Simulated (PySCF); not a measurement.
Species: C7H11Cl.
Numbering: `[CH3:1][C@@H:2]1[C@@H:3]2[CH2:4][C@H:5]1[C@H:6]([Cl:7])[CH2:8]2` (hydrogens: H9, H10, H11 on C1; H12 on C2; H13 on C3; H14, H15 on C4; H16 on C5; H17 on C6; H18, H19 on C8)

Computed by this run: PySCF, PBE0-D3(BJ)/def2-SVP geometry optimisation, gas phase; density fitting, grid level 1; the optimiser is geomeTRIC in internal coordinates, started from a GFN2-xTB structure.

Step 0: E = -19938.8482 eV
```
atom  x, y, z in Å  |  force x, y, z in eV/Å
C1      0.4191   -0.2509   -1.8464   -0.546  -0.333   0.075
C2     -0.8789   -1.0203   -1.6984    0.377   0.283   0.139
C3     -1.8814   -0.5322   -0.6308   -0.188  -0.258  -0.067
C4     -1.0726   -1.3358    0.3993   -0.086  -0.003  -0.226
C5     -0.8571   -2.2753   -0.7989   -0.263  -0.008  -0.051
C6     -2.2767   -2.8049   -0.9833    0.123   0.151  -0.119
Cl7    -2.4998   -3.6182   -2.5545   -0.051  -0.219  -0.236
C8     -3.0603   -1.4771   -0.8792    0.277   0.129   0.129
H9      0.8969   -0.0562   -0.8910    0.278   0.123   0.402
H10     0.2273    0.7042   -2.3316   -0.005   0.393  -0.191
H11     1.1123   -0.8147   -2.4673    0.332  -0.169  -0.244
H12    -1.3060   -1.1811   -2.6907   -0.162  -0.105  -0.317
H13    -2.1089    0.5206   -0.4920   -0.105   0.471   0.043
H14    -0.1666   -0.8448    0.7371    0.399   0.196   0.114
H15    -1.6134   -1.7370    1.2550   -0.184  -0.140   0.420
H16    -0.0508   -3.0012   -0.8353    0.316  -0.357  -0.028
H17    -2.5616   -3.5389   -0.2287   -0.038  -0.170   0.184
H18    -3.7716   -1.4873   -0.0539   -0.278  -0.004   0.262
H19    -3.5948   -1.2456   -1.7993   -0.197   0.020  -0.287
```

Step 1: E = -19938.8862 eV
```
atom  x, y, z in Å  |  force x, y, z in eV/Å
C1      0.4228   -0.2456   -1.8363    0.078   0.048  -0.020
C2     -0.8733   -1.0115   -1.6993   -0.073  -0.057  -0.075
C3     -1.8914   -0.5303   -0.6323   -0.013   0.128   0.012
C4     -1.0700   -1.3345    0.3970   -0.001  -0.019   0.096
C5     -0.8635   -2.2811   -0.8070    0.081  -0.099  -0.060
C6     -2.2836   -2.8071   -0.9888   -0.024  -0.116  -0.125
Cl7    -2.5276   -3.6674   -2.5671    0.064   0.197   0.292
C8     -3.0689   -1.4751   -0.8786   -0.074  -0.028  -0.054
H9      0.9153   -0.0425   -0.8727   -0.021  -0.010  -0.023
H10     0.2460    0.7254   -2.3269    0.008  -0.029   0.013
H11     1.1373   -0.8051   -2.4617   -0.020   0.020   0.018
H12    -1.3051   -1.1825   -2.7008    0.023   0.020   0.001
H13    -2.1216    0.5373   -0.4925    0.004  -0.046  -0.006
H14    -0.1443   -0.8380    0.7172   -0.025  -0.018  -0.023
H15    -1.5964   -1.7297    1.2822    0.014   0.008  -0.005
H16    -0.0554   -3.0256   -0.8472   -0.015   0.017   0.001
H17    -2.5597   -3.5408   -0.2205   -0.008  -0.023  -0.029
H18    -3.7913   -1.4883   -0.0479    0.006  -0.007  -0.016
H19    -3.6143   -1.2544   -1.8070   -0.003   0.014   0.002
```

**Question.** Estimate the geometry and energy of step 2. (The exact step hangs on the optimiser's Hessian estimate; all steps are aligned on step 1, rigid shifts and turns removed.)

**Answer.** E = -19938.8901 eV, largest force 0.136 eV/Å
```
atom  x, y, z in Å  |  force x, y, z in eV/Å
C1      0.4228   -0.2458   -1.8388    0.013   0.009   0.006
C2     -0.8746   -1.0130   -1.7009   -0.022  -0.023  -0.002
C3     -1.8923   -0.5301   -0.6316    0.007   0.022   0.003
C4     -1.0704   -1.3365    0.3988    0.012   0.012   0.007
C5     -0.8622   -2.2829   -0.8066    0.011   0.018   0.012
C6     -2.2829   -2.8062   -0.9843   -0.029  -0.076  -0.108
Cl7    -2.5190   -3.6525   -2.5561    0.005   0.026   0.048
C8     -3.0711   -1.4750   -0.8799   -0.003  -0.003   0.013
H9      0.9139   -0.0440   -0.8752   -0.003  -0.002   0.002
H10     0.2464    0.7247   -2.3282   -0.003  -0.002   0.001
H11     1.1371   -0.8041   -2.4638   -0.003  -0.002   0.000
H12    -1.3055   -1.1822   -2.7027    0.008   0.006   0.002
H13    -2.1219    0.5362   -0.4922    0.002  -0.002   0.001
H14    -0.1449   -0.8410    0.7173    0.001   0.010  -0.003
H15    -1.5953   -1.7316    1.2844    0.003   0.000  -0.004
H16    -0.0544   -3.0267   -0.8478   -0.008  -0.002   0.002
H17    -2.5611   -3.5440   -0.2207    0.001   0.008   0.014
H18    -3.7959   -1.4890   -0.0520    0.001   0.007   0.003
H19    -3.6137   -1.2532   -1.8098    0.006  -0.005   0.002
```

The energy changes by -0.0039 eV. The first-order estimate −F·Δx gives -0.0074 eV and the mean of the old and new forces, exact on a quadratic surface, -0.0038 eV. The step makes an angle of 52° with the force vector and moves no atom by more than 0.020 Å.

What follows is the cost of the whole optimisation. Rough CPU time on one thread of a shared machine: about 3 min.
